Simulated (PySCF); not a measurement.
Ga(Me)2(NH2) (C₂H₈GaN), SMILES [CH3][Ga]([NH2])[CH3].

Geometry optimised at TPSSh-D3(BJ)/def2-SVP. The isomer is the one that the SMILES or the coordinates give; other isomers of the formula were not compared. One conformer was computed; it need not be the lowest.

Computed with PySCF with TDDFT-PBE0/def2-SVPD.

Vertical excitations. The molecule is in vacuum. State labels are in the subgroup C2v.

| state | symmetry | energy (eV) | λ (nm) | f | main pairs |
|---|---|---|---|---|---|
| S1 | B2 | 5.80 | 214 | 0.055 | HOMO→LUMO 97 % |
| S2 | A2 | 6.27 | 198 | 0.000 | HOMO−1→LUMO+1 100 % |
| S3 | A1 | 6.37 | 195 | 0.102 | HOMO→LUMO+1 97 % |
| S4 | B1 | 6.53 | 190 | 0.109 | HOMO−1→LUMO 99 % |
| S5 | B2 | 7.17 | 173 | 0.005 | HOMO→LUMO+2 91 % |
| S6 | A2 | 7.30 | 170 | 0.000 | HOMO→LUMO+3 92 % |
| S7 | B2 | 7.50 | 165 | 0.016 | HOMO−2→LUMO+1 97 % |
| S8 | A1 | 7.61 | 163 | 0.146 | HOMO−2→LUMO 83 %, HOMO−1→LUMO+3 15 % |
| S9 | B1 | 7.87 | 158 | 0.052 | HOMO−1→LUMO+2 97 % |
| S10 | A1 | 7.96 | 156 | 0.002 | HOMO−1→LUMO+3 84 %, HOMO−2→LUMO 15 % |
| T1 | A1 | 5.12 | 242 | 0 | HOMO→LUMO+1 98 % |
| T2 | B2 | 5.46 | 227 | 0 | HOMO→LUMO 90 % |
| T3 | A2 | 5.95 | 208 | 0 | HOMO−1→LUMO+1 99 % |
| T4 | B1 | 6.15 | 202 | 0 | HOMO−1→LUMO 93 % |
Triplets are in the Tamm–Dancoff approximation, which puts them higher than full response would, so one can lie above its singlet here.
